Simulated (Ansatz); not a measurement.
The molecule PH+, multiplicity 4 (an upper state: multiplicity 2 came lower at CCSD(T)/def2-TZVPP on PBE0 minima).

Seven points along R, fitted to fifth degree in 1/R; most abundant isotopes. Runs in def2 and cc sets follow the lowest solution found near the PBE0 minimum.

The values were computed with Ansatz (an electronic-structure program). Values without a source in brackets are computed.

```
level               r_e (Å)  ω_e (cm⁻¹)  B_e (cm⁻¹)  α_e (cm⁻¹)
------------------  -------  ----------  ----------  ----------
PBE/def2-TZVPP        1.510        1714        7.57        0.45
PBE0/def2-TZVPP       1.490        1816        7.78        0.44
wB97X-V/def2-TZVPP    1.493        1807        7.75        0.44
CCSD/def2-TZVPP       1.478        1893        7.90        0.39
CCSD(T)/def2-TZVPP    1.482        1885        7.86        0.38
```

Correlated levels freeze the cores.
